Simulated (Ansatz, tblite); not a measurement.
Cost and result up the ladder for Al(PH3)F3 (AlPH₃F₃) (8 atoms). The state is a singlet with charge 0. Geometry: r2SCAN-D4/def2-SVP.

Cartesian coordinates in Å:
```
Al -1.156 -0.771 -0.180
P 0.904 0.605 0.141
H 0.937 1.900 -0.430
H 2.127 0.093 -0.356
H 1.297 0.918 1.465
F -1.188 -0.803 -1.844
F -2.255 0.211 0.594
F -0.667 -2.153 0.609
```

Ansatz on 4 threads of Arm Neoverse V2 on a shared host; xTB runs through tblite on one thread. Times are rough, summed over both states, and most runs start from the orbitals of an earlier one. PBE0-D4/def2-TZVP serves as the yardstick here, not as an exact answer. The other state is a triplet.

The xTB rows come from tblite.

xTB has no spin-polarisation term.

```json
{"level": "r2SCAN-D4/def2-TZVP", "functions": "185", "vertical triplet (eV)": "6.47", "difference from PBE0-D4/def2-TZVP (eV)": "-0.19"}
{"level": "GFN1-xTB", "functions": "36", "vertical triplet (eV)": "5.90", "difference from PBE0-D4/def2-TZVP (eV)": "-0.76"}
{"level": "GFN2-xTB", "functions": "33", "vertical triplet (eV)": "5.90", "difference from PBE0-D4/def2-TZVP (eV)": "-0.76"}
{"level": "PBE-D4/def2-TZVP", "functions": "185", "vertical triplet (eV)": "6.37", "difference from PBE0-D4/def2-TZVP (eV)": "-0.29"}
{"level": "PBE0-D4/def2-TZVP", "functions": "185", "vertical triplet (eV)": "6.66", "difference from PBE0-D4/def2-TZVP (eV)": "0.00"}
```

Task: Estimate how long each takes.

Result: GFN2-xTB 0.008 s; GFN1-xTB 0.01 s; PBE-D4/def2-TZVP 6.6 s; PBE0-D4/def2-TZVP 11 s; r2SCAN-D4/def2-TZVP 15 s. On shared hardware such times vary by a factor of up to 3.
